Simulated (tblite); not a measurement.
singlet silylene (H2Si), singlet, geometry from GFN2-xTB; GFN1-xTB with ALPB(water) run with tblite.

tblite was given this input:
```
$ tblite run mol.xyz --method gfn1 --charge 0 --spin 0 --alpb water --json tblite.json --no-restart

# file mol.xyz
3

Si    -0.00666824    -0.00277970     0.12275926
H      0.04778718     1.13172388    -0.83406892
H      0.04556812    -1.09280805    -0.88456070
```

What the program printed (banner, timings and long lists left out):

```
xTB calculator
 | screened Coulomb repulsion
 | Coulomb electrostatics
 |  * isotropic Klopman-Ohno-Mataga-Nishimoto electrostatics
 |  * onsite third-order electrostatics
 | DFT-D3(BJ) dispersion correction
 | Interactions (3)
 | [1] alpb/gbsa reaction field model
 | [2] cds contribution to solvation
 | [3] empirical free energy shift and standard state/solvent correction

halogen bonding energy    0.0000000000000E+00 Eh
repulsion energy          1.4891996115709E-02 Eh
dispersion energy        -3.2690593433004E-04 Eh
interaction energy        3.6360186017584E-05 Eh
number of electrons       6.0000000000000E+00 e
integral cutoff           2.8146159136829E+01 bohr

------------------------------------------------------------
  cycle        total energy    energy error   density error
------------------------------------------------------------
      1     -2.825803102220  -2.8404046E+00   1.8253000E-01
      2     -2.827931090427  -2.1279882E-03   9.5100160E-02
      3     -2.828379233109  -4.4814268E-04   1.9734537E-02
      4     -2.828394454474  -1.5221365E-05   1.3618418E-02
      5     -2.828436347853  -4.1893379E-05   1.7258539E-04
      6     -2.828436352581  -4.7282107E-09   6.9993018E-05
      7     -2.828436353438  -8.5733376E-10   9.7081912E-06
------------------------------------------------------------

electronic energy        -2.8430378038059E+00 Eh
total energy             -2.8284363534385E+00 Eh

Post processing:
 | Mayer-Wiberg bond orders

[Info] JSON dump of results written to 'tblite.json'
```
